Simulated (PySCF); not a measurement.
## Radial density of Al(2+) (aluminium, charge +2)

UHF, [Ne] 3s1, 2S determinant. Computed with PySCF 2.14 in Sapporo-DZP-2012, with the spin-free X2C one-electron Hamiltonian (Gaussian nucleus).

```csv
r (bohr),4πr²ρ (e/bohr),4πr²(ρα − ρβ)
0.00227,0.08411,0.0002
0.00382,0.2321,0.0006
0.00643,0.6181,0.0015
0.0108,1.552,0.0038
0.0182,3.638,0.0088
0.0306,7.457,0.0173
0.0515,12.39,0.0263
0.0866,14.50,0.0225
0.146,10.74,0.0016
0.245,8.768,0.0313
0.412,12.55,0.1052
0.693,8.815,0.0092
1.17,1.876,0.1764
1.96,0.5924,0.5421
3.30,0.1771,0.1770
5.55,0.002120,0.0021
```

Densities and radii are taken from the X2C orbitals without a picture-change correction, which distorts them close to the nucleus.
